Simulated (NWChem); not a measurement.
System meant: C₂H₄O₂Si; SMILES C1[SiH2]C(=O)O1

Here is an NWChem input.

```
start job
memory heap 200 mb stack 900 mb global 1100 mb
geometry units angstroms noautoz
  O      0.532373    -2.028902     0.000000
  C      0.160646    -0.888886     0.000000
  O     -1.177453    -0.506466     0.000000
  C     -1.141804     0.960861     0.000000
  Si     0.775529     0.972291     0.000000
  H     -1.652873     1.349802    -0.903838
  H     -1.652873     1.349802     0.903838
  H      1.469851     1.475684     1.232801
  H      1.469851     1.475684    -1.232801
end
basis spherical
  O library def2-svp
  C library def2-svp
  Si library def2-svp
  H library def2-svp
end
dft
  odft
  mult 2
  xc pbe0
  iterations 150
  mulliken
end
task dft energy
```

End of the output:

```
 Summary of "ao basis" -> "" (spherical)
 ------------------------------------------------------------------------------
       Tag                 Description            Shells   Functions and Types
 ---------------- ------------------------------  ------  ---------------------
 O                          def2-svp                 6       14   3s2p1d
 C                          def2-svp                 6       14   3s2p1d
 Si                         def2-svp                 8       18   4s3p1d
 H                          def2-svp                 3        5   2s1p

                                 NWChem DFT Module
                                 -----------------

 Summary of "ao basis" -> "ao basis" (spherical)
 ------------------------------------------------------------------------------
       Tag                 Description            Shells   Functions and Types
 ---------------- ------------------------------  ------  ---------------------
 O                          def2-svp                 6       14   3s2p1d
 C                          def2-svp                 6       14   3s2p1d
 Si                         def2-svp                 8       18   4s3p1d
 H                          def2-svp                 3        5   2s1p

      Symmetry analysis of basis
      --------------------------

        a'         63
        a"         31

  number of electrons :                   46
  multiplicity        :                    2
 ------------------------------------------------------------------------
  no. of electrons and multiplicity not compatible                  46
 ------------------------------------------------------------------------
 ------------------------------------------------------------------------
  current input line :
    27: task dft energy
 ------------------------------------------------------------------------
 ------------------------------------------------------------------------
 There is an error in the input file
 ------------------------------------------------------------------------
 For more information see the NWChem manual at https://nwchemgit.github.io

0: no. of electrons and multiplicity not compatible:Received an Error in Communication
```

### Question
Find the fault in this run and fix the input.

### Answer
The program refused the input. Cause: the multiplicity doesn't fit the number of electrons (an even count wants an odd multiplicity, and the reverse). This input runs:
```
start job
memory heap 200 mb stack 900 mb global 1100 mb
geometry units angstroms noautoz
  O      0.532373    -2.028902     0.000000
  C      0.160646    -0.888886     0.000000
  O     -1.177453    -0.506466     0.000000
  C     -1.141804     0.960861     0.000000
  Si     0.775529     0.972291     0.000000
  H     -1.652873     1.349802    -0.903838
  H     -1.652873     1.349802     0.903838
  H      1.469851     1.475684     1.232801
  H      1.469851     1.475684    -1.232801
end
basis spherical
  * library def2-svp
end
dft
  xc pbe0
  iterations 150
  mulliken
end
task dft energy
```
It converges to -517.88904 Ha (PBE0/def2-SVP).
